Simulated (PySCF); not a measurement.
## Electron correlation in O (oxygen, neutral)

[He] 2s2 2p4, high-spin 3P determinant. Computed with PySCF 2.14 in cc-pVDZ (3s2p1d, 14 functions), with no relativity, point nucleus. Frozen: 1s2; 6 electrons correlated.

MP2 pair energies summed by pair of shells (mhartree):

```json
{"pair": "2p-2p", "energy": "-49.27", "share (%)": "48.3"}
{"pair": "2s-2p", "energy": "-44.88", "share (%)": "44.0"}
{"pair": "2s-2s", "energy": "-7.82", "share (%)": "7.7"}
```

Total MP2 correlation energy: -101.97 mhartree.

Same-spin part -26.05 and opposite-spin part -75.92 mhartree; SCS-MP2 scales them by 1/3 and 6/5 to -99.78 mhartree.

```
  level  correlation energy (mhartree)
   CCSD                        -117.03
    (T)                          -0.75
CCSD(T)                        -117.78
```

Diagnostics: T1 = 0.0033, D1 = 0.0071, largest double amplitude 0.054.

**Question.** Is a single reference adequate?

**Answer.** Yes: T1 lies below 0.03 and no double amplitude reaches 0.07.
